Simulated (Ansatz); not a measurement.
`C[O][Al][SH]`• → Al• + C• + 4 H• + O• + S•  (atomization)

Isolated molecules relaxed with PBE0-D4/def2-TZVP in Ansatz; ΔE leaves out vibrations. CBS: MP2 limit from def2 TZ/QZ plus the TZ coupled-cluster correction, frozen cores. This one scheme is used for every species, atoms too. DFT in def2-TZVPP. Open shells (•) are unrestricted, without spin–orbit coupling. Spin–orbit coupling would lower the free atoms: a little for Al, C, O, S. One conformer a species, not always the lowest.

`C[O][Al][SH]`•:

```xyz
8

C    -0.258   -1.089   -0.926
O    -0.981   -0.020   -0.386
Al   -0.741    1.259    0.679
S     1.263    1.462    1.590
H    -0.236   -1.011   -2.018
H     0.777   -1.119   -0.564
H    -0.739   -2.036   -0.663
H     0.914    2.554    2.289
```

| level | ΔE (eV) |
| --- | --- |
| r2SCANh-D4 | 28.52 |
| CAM-B3LYP-D4 | 28.51 |
| PBE | 28.83 |
| MP2/CBS(def2) | 29.10 |

Q: What does CCSD(T)/CBS give? (An estimate is asked.)

A: The calculation gave: +28.49 eV. The listed levels differ from it by 0.03, 0.02, 0.34, 0.61 eV.

Largest T1 diagnostic among the species: 0.018.

Leaving LDA and LC-ωPBE aside and taking each functional with its dispersion term where it has one, the values, not all of them listed here, spread over 1.48 eV, from BHLYP-D4 to PBE-D4. LDA lies +3.83 eV from PBE without D4, its usual overbinding. In def2-TZVPP, CCSD(T) changes the Hartree–Fock value by +7.04 eV (the triples alone add +0.45 eV) and MP2 by +7.66 eV; breaking electron pairs costs correlation energy, which Hartree–Fock lacks.

For atomizations the MP2-based limit and the directly extrapolated one differ by several kJ/mol either way, and by 10 to 25 for some Ge, Se and Sn compounds, so smaller differences from it don't rank the levels.
